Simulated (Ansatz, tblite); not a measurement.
Cost and result up the ladder for Cs3H3 (the lowest singlet isomer of a short search) (6 atoms). The state is a singlet with charge 0. Geometry: PBE-D4/def2-TZVP.

Cartesian coordinates in Å:
```
Cs 0.768 2.195 -1.766
Cs 1.964 -2.027 0.750
Cs -2.731 -0.168 1.016
H 2.306 0.134 -0.871
H -0.653 -1.863 1.485
H -1.655 1.730 -0.613
```

Ansatz on 4 threads of Intel Xeon on a shared host; xTB runs through tblite on one thread. Times are rough, summed over both states, and most runs start from the orbitals of an earlier one. CCSD(T)/def2-TZVPP serves as the yardstick here, not as an exact answer. The other state is a doublet.

In the def2 sets Cs takes a core potential; there is no spin–orbit coupling. The xTB rows come from tblite. Correlated methods freeze no core orbitals; core or outer-core shells of Cs are correlated, in sets that lack core-valence functions. In CCSD on the charge 1 doublet the largest single amplitude is 0.24, so its Hartree–Fock determinant may place the open shell otherwise than the density functionals do. The structure comes from a short search, and lower isomers may exist.

Run but left out: PBE-D4/def2-TZVP, r2SCAN-D4/def2-TZVP (charge +1 doublet: an occupied level 0.07 to 0.08 eV above an empty one).

Correlated methods converge slowly with the basis.

Raw xTB energies of ions are shifted by several eV.

| level | functions | wall time | vertical IE (eV) | difference from CCSD(T)/def2-TZVPP (eV) |
| --- | --- | --- | --- | --- |
| GFN1-xTB | 18 | 0.01 s | 12.97 | 7.13 |
| GFN2-xTB | 15 | 0.012 s | 10.35 | 4.51 |
| PBE0-D4/def2-TZVP (with forces) | 105 | 22 s | 5.63 | -0.21 |
| CCSD(T)/def2-TZVPP | 150 | 2.5 min | 5.84 | 0.00 |
